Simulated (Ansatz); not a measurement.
This geometry of ClH + F6W (9 atoms, charge 0, multiplicity 1) is a first-order saddle point.

The calculation used RKS LDA/def2-SVP (Ansatz).

```xyz
9
Properties=species:S:1:pos:R:3
W 0.264 0.262 -0.143
F 0.002 -0.246 2.360
F 1.917 0.012 -0.931
F 0.121 1.751 -1.231
F -1.404 0.658 0.529
F 0.437 -1.497 0.373
F -0.567 -0.497 -1.609
Cl 1.391 1.765 1.269
H 0.480 0.544 2.621
```

Task: Which two structures does it join? (They come from a converged band through this point; their orientation in space is the band's.)

Result: Bonds broken: W1–F2, Cl8–H9. Bonds formed: W1–Cl8, F2–H9. ClH + F6W becomes ClF5W + FH.

First end point:

```xyz
9
Properties=species:S:1:pos:R:3
W -0.121 -0.122 -0.161
F 0.067 0.086 1.677
F 1.707 -0.138 -0.334
F -0.154 1.704 -0.351
F -1.950 -0.129 0.046
F -0.112 -1.949 0.064
F -0.312 -0.333 -1.974
Cl 2.186 2.249 1.901
H 1.331 1.384 2.370
```

Last end point:

```xyz
9
Properties=species:S:1:pos:R:3
W 0.314 0.318 -0.365
F -0.229 -0.199 2.865
F 1.855 0.053 -1.343
F 0.042 1.843 -1.364
F -1.266 0.635 0.513
F 0.639 -1.250 0.533
F -0.624 -0.645 -1.626
Cl 1.487 1.522 1.198
H 0.425 0.476 2.825
```

Task: How far does it lie above each of them?

Result: 0.61 eV above the first and 0.14 eV above the second. This is the barrier of this one path; another mechanism may lie lower. The orbitals stay closed-shell, which can raise the energy where a bond breaks towards radicals; this wasn't checked here.

Time of the run: 6.1 min on 4 threads of Arm Neoverse V1, on a shared host, peak memory 0.24 GiB.
